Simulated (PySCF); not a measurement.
## Telling isomers of C₇H₇N apart by NMR

[PySCF: shielding tensors at PBE0/pcSseg-1 (GIAO); structure optimised with GFN2-xTB; relativity neglected; equivalent nuclei averaged; no solvent model; one computed conformer]

Chemical shifts δ = σref − σ; TMS for ¹H (σ = 31.72 ppm) and ¹³C (σ = 186.93 ppm), all at this level. Where no couplings were computed, multiplicities follow the n + 1 count of equivalent neighbours, and m marks all less simple cases (inequivalent or close neighbours, rings, F or P nearby). Shifts are as computed. Against solution values, carbons near 30 ppm lie about +3 ppm off and those near 130 ppm about +5 ppm (rms about the fit 2.1 ppm; single classes can miss by 10 ppm). Of 1328 compounds with measured shifts, 309 miss one by over three times the rms of a fit or turn the order of signals round; such compounds aren't used in these exercises. Signals without a measured value on file couldn't be tested in this way; 1H shifts scatter by 0.2 ppm about their fit, and single ones miss by 0.5 ppm. OH and NH positions are gas-phase values without hydrogen bonding to other molecules.

(1) Tabulate the signals of `Nc1ccc2c(c1)C2`, `C=CC(=C)/C=C/C#N`, `C=C1C[C@H](C#N)C1=C` and their relative energies.

(2) What is the quickest way to tell C=CC(=C)/C=C/C#N from C=C1C[C@H](C#N)C1=C?

(3) What is the quickest way to tell Nc1ccc2c(c1)C2 from C=CC(=C)/C=C/C#N?

(4) What is the quickest way to tell Nc1ccc2c(c1)C2 from C=C1C[C@H](C#N)C1=C?

Results:

(1) 
```json
{"SMILES": "Nc1ccc2c(c1)C2", "carbon types": "3×C 3×CH 1×CH2", "δC": "153.8, 136.4, 120.0, 119.5, 115.0, 104.8, 23.9", "δH": "7.29 (d, 1H), 6.77 (s, 1H), 6.37 (d, 1H), 3.51 (br s, 2H), 3.43 (s, 2H)", "E rel. (kcal/mol)": "3.8"}
{"SMILES": "C=CC(=C)/C=C/C#N", "carbon types": "2×C 3×CH 2×CH2", "δC": "158.8, 151.2, 142.8, 129.3, 129.2, 123.2, 108.8", "δH": "7.28 (d, 1H), 6.76 (m, 1H), 5.93 (d, 1H), 5.88 (m, 1H), 5.82 (m, 1H), 5.65 (m, 1H), 5.63 (m, 1H)", "E rel. (kcal/mol)": "0.0"}
{"SMILES": "C=C1C[C@H](C#N)C1=C", "carbon types": "3×C 1×CH 3×CH2", "δC": "151.7, 151.6, 125.1, 116.5, 115.0, 35.9, 26.6", "δH": "5.94 (br s, 1H), 5.86 (br s, 1H), 5.59 (br s, 1H), 5.36 (br s, 1H), 3.35 (m, 1H), 3.05 (m, 1H), 2.98 (m, 1H)", "E rel. (kcal/mol)": "3.1"}
```

Energies are electronic energies at PBE0/pcSseg-1 on these geometries, without zero-point or thermal terms, each for the one conformer computed, which needn't be the lowest.

(2) Both give the same number of carbon signals, but DEPT or the intensities differ. The first has an alkene CH at 158.8 ppm, the second an allylic sp3 CH2 at 35.9 ppm. Their most deshielded carbons lie at 158.8 and 151.7 ppm. In the proton spectra the most deshielded non-exchanging signals are 7.28 (d, 1H) and 5.94 (br s, 1H).

(3) Both give the same number of carbon signals, but DEPT or the intensities differ. The first has a three-membered-ring carbon (CH2) at 23.9 ppm, the second a terminal =CH2 carbon at 129.3 ppm. Their most deshielded carbons lie at 153.8 and 158.8 ppm.

(4) Both give the same number of carbon signals, but DEPT or the intensities differ. The first has an aromatic CH at 120.0 ppm, the second a terminal =CH2 carbon at 116.5 ppm. Their most deshielded carbons lie at 153.8 and 151.7 ppm. In the proton spectra the most deshielded non-exchanging signals are 7.29 (d, 1H) and 5.94 (br s, 1H).
